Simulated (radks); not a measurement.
The numbers below are computed, except where a source is named.
Neutral osmium inside a hard spherical wall (all orbitals vanish at R), configuration held at [Xe] 4f14 5d6 6s2 and not refilled when levels cross. Code: a radial shooting solver on a logarithmic mesh with Libxc functionals. Model: scalar-relativistic Kohn-Sham, LDA (Slater exchange, Perdew-Wang correlation), spin-unpolarised, spherical densities, finite nucleus; Fermi nuclear charge, rms radius 5.4126 fm. Eigenvalues in eV, with the zero of energy where the potential of the charges vanishes at infinity; a dash marks a level that is unbound or too diffuse for the functional's potential to be trusted. A positive occupied level is held by the wall or, in an anion where self-interaction has pushed it up, behind a barrier. The pressure on the wall is -dE/dV.

| R (bohr) | E (hartree) | kinetic (hartree) | e(4f) | e(5p) | e(5d) | e(6s) | e(6p, empty) | e(7s, empty) | pressure (GPa) |
|---|---|---|---|---|---|---|---|---|---|
| free | -17240.9002 | 19096.309 | -52.304 | -51.060 | -6.465 | -6.376 | -1.394 | -0.020 | 0 |
| 8 | -17240.8979 | 19096.333 | -52.177 | -50.935 | -6.350 | -6.265 | -0.951 | 3.861 | 0.112 |
| 7 | -17240.8915 | 19096.385 | -51.939 | -50.703 | -6.138 | -6.050 | -0.434 | 6.377 | 0.547 |
| 5 | -17240.7758 | 19097.063 | -49.605 | -48.501 | -4.145 | -3.717 | 3.671 | 21.259 | 15.9 |
| 4 | -17240.3932 | 19098.844 | -45.117 | -44.457 | -0.318 | 1.607 | 11.702 | 45.004 | 108 |
| 3.5 | -17239.8260 | 19101.211 | -40.498 | -40.464 | 3.767 | 8.102 | 20.910 | 69.351 | 318 |
| 2.5 | -17234.9287 | 19120.000 | -17.746 | -21.530 | 26.325 | 51.523 | 77.054 | 197.13 | 4340 |
